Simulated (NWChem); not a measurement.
Species: Si₂H₃ cation, singlet

```xyz
5

Si     0.0000     0.0000     1.3326
Si     0.0000     0.0000    -1.0754
H      1.2090    -0.7927    -1.4497
H      0.0820     1.4434    -1.4497
H     -1.2910    -0.6507    -1.4497
```
Atoms are numbered in this order, from 1.

Computed with NWChem. Low-valent species are run as closed-shell singlets; no triplet was tried in these runs. Geometry: optimised at PBE0/def2-SVP. Vertical excitations in the gas phase; the lowest state need not have the same character in each row.

| level | lowest excitation, singlet (eV) | oscillator strength of that lowest state | orbital gap (eV) |
|---|---|---|---|
| PBE/def2-SVPD, full TDDFT | 1.76 | 0.001 | 1.45 |
| B3LYP/def2-SVPD, full TDDFT | 1.74 | 0.001 | 2.95 |
| BHandHLYP/def2-SVPD, full TDDFT | 1.74 | 0.002 | ? |
| CAM-B3LYP/def2-SVPD, full TDDFT | 1.69 | 0.002 | 5.71 |

Task: Fill in the missing entries.

Result: 
- BHandHLYP/def2-SVPD, full TDDFT, orbital gap (eV): 5.23
